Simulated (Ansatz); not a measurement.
Geometry optimisation, RKS PBE0-D4/def2-SVP (Ansatz).

The input (input.yaml):

```yaml
crystal:
  periodic: [false, false, false]
  atoms:
    - { symbol: O, position_ang: [0.0673, 2.0026, 1.092] }
    - { symbol: B, position_ang: [-0.6414, 0.8805, 0.4905] }
    - { symbol: C, position_ang: [-2.13272, 1.09637, 0.0172] }
    - { symbol: C, position_ang: [-3.16247, 0.26105, 0.77769] }
    - { symbol: Cl, position_ang: [-3.29518, 0.62121, 2.47432] }
    - { symbol: H, position_ang: [-0.1862, 2.0036, 2.046] }
    - { symbol: H, position_ang: [-0.15519, -0.15584, 0.36374] }
    - { symbol: H, position_ang: [-2.20877, 0.96514, -1.04135] }
    - { symbol: H, position_ang: [-2.39742, 2.22236, 0.18468] }
    - { symbol: H, position_ang: [-2.80507, -0.83888, 0.63068] }
    - { symbol: H, position_ang: [-4.11726, 0.31573, 0.25245] }
basis:
  gaussian: { orbitals: def2-SVP }
hamiltonian:
  xc: pbe0
  dispersion: d4
relax:
  f_tol: 0.015
  max_steps: 40
```

Command:

```bash
$ ansatz run input.yaml --threads 2 --pin off --max-ram 3072MiB --backend cpu --events-out ev --progress --plain --runs-dir out
```

**Question.** Where does it end, and by what steps?

**Answer.** It converged. After 17 steps the energy has fallen by 1.148 eV; H6 moved furthest, 1.00 Å.

```json
{"step": "0", "energy less start (eV)": "0.0000", "largest force component (eV/Å)": "3.489", "accepted": "yes"}
{"step": "1", "energy less start (eV)": "-0.4652", "largest force component (eV/Å)": "1.677", "accepted": "yes"}
{"step": "2", "energy less start (eV)": "-0.7412", "largest force component (eV/Å)": "1.339", "accepted": "yes"}
{"step": "3", "energy less start (eV)": "-0.9825", "largest force component (eV/Å)": "0.855", "accepted": "yes"}
{"step": "4", "energy less start (eV)": "-0.9957", "largest force component (eV/Å)": "1.997", "accepted": "yes"}
{"step": "5", "energy less start (eV)": "-1.0632", "largest force component (eV/Å)": "0.750", "accepted": "yes"}
{"step": "6", "energy less start (eV)": "-1.1230", "largest force component (eV/Å)": "0.310", "accepted": "yes"}
{"step": "7", "energy less start (eV)": "-1.1331", "largest force component (eV/Å)": "0.217", "accepted": "yes"}
{"step": "8", "energy less start (eV)": "-1.1389", "largest force component (eV/Å)": "0.136", "accepted": "yes"}
{"step": "9", "energy less start (eV)": "-1.1418", "largest force component (eV/Å)": "0.139", "accepted": "yes"}
{"step": "10", "energy less start (eV)": "-1.1444", "largest force component (eV/Å)": "0.152", "accepted": "yes"}
{"step": "11", "energy less start (eV)": "-1.1461", "largest force component (eV/Å)": "0.050", "accepted": "yes"}
{"step": "12", "energy less start (eV)": "-1.1472", "largest force component (eV/Å)": "0.070", "accepted": "yes"}
{"step": "13", "energy less start (eV)": "-1.1476", "largest force component (eV/Å)": "0.041", "accepted": "yes"}
{"step": "14", "energy less start (eV)": "-1.1477", "largest force component (eV/Å)": "0.021", "accepted": "yes"}
{"step": "15", "energy less start (eV)": "-1.1477", "largest force component (eV/Å)": "0.020", "accepted": "yes"}
{"step": "16", "energy less start (eV)": "-1.1477", "largest force component (eV/Å)": "0.017", "accepted": "yes"}
{"step": "17", "energy less start (eV)": "-1.1477", "largest force component (eV/Å)": "0.005", "accepted": "yes"}
```

```xyz
11
Properties=species:S:1:pos:R:3
O 0.182 1.747 1.210
B -0.669 0.830 0.709
C -2.118 1.177 0.174
C -3.159 0.192 0.663
Cl -3.224 0.188 2.459
H -0.202 2.630 1.264
H -0.243 -0.303 0.643
H -2.082 1.115 -0.931
H -2.429 2.207 0.423
H -2.916 -0.836 0.360
H -4.174 0.428 0.316
```

The run took 55 s on 2 threads of Arm Neoverse V1 (shared host), peak memory 0.23 GiB.
